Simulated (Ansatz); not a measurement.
This triplet is an excited state, 0.48 eV above the relaxed singlet at the level frozen-core CCSD(T)/cc-pVTZ // PBE0-D3(BJ)/def2-TZVP (Ansatz, an electronic-structure program).

Species: H$_{3}$BOSi, SMILES `B[Si]O` (excited triplet) (charge 0, multiplicity 3).

Task: Give a relaxed geometry from PBE0-D3(BJ)/def2-TZVP (Ansatz).

Result: One answer among several that fit: the end point of this relaxation, one of several conformers (outside a Z-matrix the atoms follow the SMILES, hydrogens last).
Z-matrix (Å, degrees):
```
Si
O 1 1.6429
H 2 0.9591 1 119.47
B 1 1.9268 2 119.15 3 179.87
H 4 1.1913 1 118.34 2 179.95
H 4 1.1957 5 125.21 1 179.99
```
